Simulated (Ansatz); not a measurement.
Ansatz (a first-principles code) input (RPA@PBE/cc-pVTZ):

Ansatz 0.2 input:
```yaml
crystal:
  periodic: [false, false, false]
  atoms:
    - {symbol: C, position_ang: [-1.37218807, -0.26594811, 1.24145742]}
    - {symbol: C, position_ang: [-0.76315994, -0.31596982, -0.12089701]}
    - {symbol: C, position_ang: [-1.01720872, 0.99648997, -0.87164152]}
    - {symbol: C, position_ang: [-1.36868695, -1.48929042, -0.91150586]}
    - {symbol: C, position_ang: [0.77628659, -0.57095879, -0.01261059]}
    - {symbol: C, position_ang: [1.53224643, 0.47817830, 0.73712162]}
    - {symbol: C, position_ang: [2.50128479, 1.22797364, 0.22795037]}
    - {symbol: H, position_ang: [-1.61069125, 0.67364290, 1.72032302]}
    - {symbol: H, position_ang: [-1.48975498, -1.17442679, 1.81870195]}
    - {symbol: H, position_ang: [-2.08825605, 1.16475232, -0.99715550]}
    - {symbol: H, position_ang: [-0.59684758, 1.84649046, -0.33337583]}
    - {symbol: H, position_ang: [-0.55844764, 0.97007634, -1.86250912]}
    - {symbol: H, position_ang: [-2.44431729, -1.35668835, -1.03705516]}
    - {symbol: H, position_ang: [-1.20239901, -2.43647824, -0.39404979]}
    - {symbol: H, position_ang: [-0.91506771, -1.56090301, -1.90279131]}
    - {symbol: H, position_ang: [0.91584398, -1.53855372, 0.48142204]}
    - {symbol: H, position_ang: [1.18095320, -0.66565267, -1.02465207]}
    - {symbol: H, position_ang: [1.24432558, 0.62116599, 1.77515796]}
    - {symbol: H, position_ang: [3.01742302, 1.97194305, 0.82130502]}
    - {symbol: H, position_ang: [2.81579093, 1.12178313, -0.80456798]}
basis:
  gaussian:
    orbitals: cc-pVTZ
hamiltonian:
  xc: pbe
magnetization: {spin_polarized: true, initial_magnetization: 1}
correlation: {method: rpa, electrons: outside_noble_gas}
```

Output:

```
Functional definition: PBE
integrals: 1.89 GiB planned
2204 factors; integrals over basis functions are off by at most 9.3e-4 eV
0.51 GiB of the device are held for the grids
2.92 GiB of device memory are held for the factors and their scratch space
mean field: 3.62 GiB planned
mean field evaluation 1: about -7438.5279 eV, gradient 6.8e1 eV
mean field evaluation 2: about -7438.5081 eV, gradient 6.8e1 eV
mean field evaluation 4: about -7459.0325 eV, gradient 2.0e1 eV
mean field evaluation 8: about -7460.9635 eV, gradient 2.3e-1 eV
mean field evaluation 16: about -7460.9634 eV, gradient 3.3e-4 eV
mean field -7460.96344653 eV, -274.1853494374 hartree, gradient 2.2e-6 eV, S^2 0.753679; 0 other end points of the search recorded, 0 dependent functions left out
7 core orbitals not correlated
reference -7417.99527730 eV, -272.6062983430 hartree; 21, 20 occupied and 364, 365 virtual orbitals, 2204 factors
Total energy: -7472.06966872 eV, -274.5934955749 hartree
```

It need not be the lowest isomer of its formula.
